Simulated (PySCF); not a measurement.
# C7H9: g tensor and hyperfine couplings

Species: C₇H₉ (doublet state).
Cartesian coordinates in Å at the PBE0-D3(BJ)/def2-SVP level; atoms count from 1:
```xyz
16
C7H9 angstrom
C      2.6435    0.8114   -0.3607
C      1.4035    0.8237    0.0738
C      0.7911   -0.2296    0.9768
C     -0.4477   -0.8490    0.3785
C     -0.4093   -2.0746   -0.1721
C     -1.7004   -0.0889    0.3812
C     -1.9046    1.1080    0.9485
H      3.5260    0.1772   -0.2666
H      0.7353    1.6416   -0.2312
H      0.5389    0.2379    1.9449
H      1.5347   -1.0113    1.1862
H      0.5099   -2.6659   -0.1869
H     -1.2995   -2.5191   -0.6257
H     -2.5386   -0.5741   -0.1321
H     -1.1168    1.6483    1.4804
H     -2.8830    1.5916    0.9009
```

The hyperfine couplings belong to this conformer and change with its torsions.

Identity: `[H]/[C]=C\CC(=C)C=C` [radical].

Method: UKS B3LYP, IGLO-III on C, pcH-1 on H, non-relativistic, mean-field spin-orbit, GIAO (PySCF). Isolated species at its PBE0-D3(BJ)/def2-SVP geometry (one conformer only). Stability of the SCF solution: not tested.

* g1, g2, g3: 2.00180, 2.00220, 2.00264
* g_iso: 2.00221
* Form of g: rhombic: the two nearest values differ by 47 % of g3 − g1
* ⟨S²⟩: 0.7601 (exact 0.7500)
* HOMO–LUMO gap, α and β orbitals: 5.03, 4.30 eV
* Total energy: -272.12155 Eh
* Basis functions: 335

Isotropic coupling and dipolar principal values T1 to T3, in mT; ρ(0) is the spin density at the nucleus (MHz turned into mT with g_iso):

```
atom  isotope  a_iso     T1     T2    T3  Mulliken spin population  ρ(0) (bohr⁻³)
  C1      13C  11.75  -2.84  -2.01  4.85                      1.02         0.2928
  C2      13C  -0.33  -0.71   0.10  0.60                     -0.14        -0.0083
  C3      13C   2.79  -0.26  -0.23  0.49                      0.06         0.0696
  C4      13C  -0.14  -0.07   0.02  0.06                     -0.01        -0.0035
  C5      13C   0.08  -0.07  -0.05  0.13                      0.03         0.0019
  C6      13C   0.05  -0.02   0.00  0.02                      0.00         0.0013
  C7      13C   0.01  -0.04   0.01  0.03                     -0.01         0.0003
  H8       1H   1.79  -1.12  -0.27  1.39                      0.01         0.0112
  H9       1H   3.61  -0.22  -0.21  0.43                      0.04         0.0226
 H10       1H  -0.31  -0.14  -0.05  0.19                      0.00        -0.0019
 H11       1H  -0.16  -0.21  -0.05  0.26                      0.00        -0.0010
 H12       1H  -0.05  -0.04   0.00  0.05                      0.00        -0.0003
 H13       1H  -0.05  -0.05  -0.01  0.06                      0.00        -0.0003
 H14       1H   0.00  -0.02  -0.02  0.03                      0.00         0.0000
 H15       1H   0.02  -0.04  -0.03  0.07                      0.00         0.0001
 H16       1H   0.02  -0.02  -0.01  0.02                      0.00         0.0001
```

Largest spin populations (Mulliken): C1 (+1.02), C2 (-0.14) and C3 (+0.06). C1 is the only atom above +0.15. The positive populations add up to 1.17 and the negative ones to -0.17, together 2S = 1.

Axes: g1 points within 7° of the C1–H8 bond and g2 points within 2° of the C2–C3 bond.

Under fast tumbling the dipolar parts average out, and these isotropic splittings remain: 1 × 1H (H9, I = 1/2, 2 lines) with 3.61 mT, 1 × 1H (H8, I = 1/2, 2 lines) with 1.79 mT, 2 × 1H (H10/H11, I = 1/2, 3 lines) with 0.23 mT, 1 × 1H (H13, I = 1/2, 2 lines) with 0.05 mT and 1 × 1H (H12, I = 1/2, 2 lines) with 0.05 mT.

Means are taken over nuclei equivalent by connectivity, which assumes that they swap fast.

The 13C coupling of C1 (329.2 MHz) shows only in satellite lines or after enrichment, since that isotope makes up about 1.07 % of natural carbon.

β density exceeds α density at some nuclei, such as C2 (-0.0083), C4 (-0.0035) and H10/H11 (-0.0015), spin density in bohr⁻³. In a single determinant that takes different orbitals for the two spins, that is spin polarisation.
